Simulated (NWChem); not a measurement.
Species: C3H4F2O; SMILES FC1(F)CCO1

```xyz
10

F     -0.0222     1.2075     1.0831
C      0.0105     0.3937     0.0000
F     -0.0222     1.2075    -1.0831
C      1.0868    -0.6934     0.0000
C     -0.1233    -1.6493     0.0000
O     -1.0431    -0.5140     0.0000
H      1.7052    -0.7047     0.8985
H      1.7052    -0.7047    -0.8985
H     -0.2550    -2.2595     0.8975
H     -0.2550    -2.2595    -0.8975
```
Atoms are numbered in this order, from 1.

Program: NWChem. Structure relaxed at the B3LYP/6-31G* (spherical d) level. B3LYP is NWChem's, with the RPA form of VWN correlation.

For level B3LYP/def2-TZVP:

| Item | Value |
|---|---|
| highest occupied level (eV) | -8.62 |
| orbital gap (eV) | 9.49 |
| dipole (D) | 3.45 |

How do the values read with level CAM-B3LYP/def2-TZVP instead?

The highest occupied level (eV) comes out as -10.38. The orbital gap (eV) is 12.35. The dipole (D) comes out as 3.55.
